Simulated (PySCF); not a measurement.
**O⁺: ionisation energy**

O⁺ [He] 2s2 2p3 (4S) → O²⁺ [He] 2s2 2p2 (3P), as a difference of total energies. All numbers are calculated (PySCF 2.14, no relativity, point nucleus, in def2-TZVP (5s3p2d1f, 31 functions)). Correlated levels: valence: 1s2 frozen. The calculations carry no spin-orbit coupling.

```
           method  ionisation energy (eV)
              UHF                  34.583
              LDA                  35.582
            M06-L                  35.452
    MP2 (valence)                  35.199
SCS-MP2 (valence)                  34.948
   CCSD (valence)                  35.022
CCSD(T) (valence)                  35.029
```

Question: How much does correlation contribute at CCSD(T) (valence)?

Answer: 35.029 − (34.583) = 0.446 eV, measured against UHF.

Errors of the correlated levels include the incompleteness of this basis and the frozen core.

For comparison: 35.121 eV (measured; NIST Atomic Spectra Database, ionization energies).
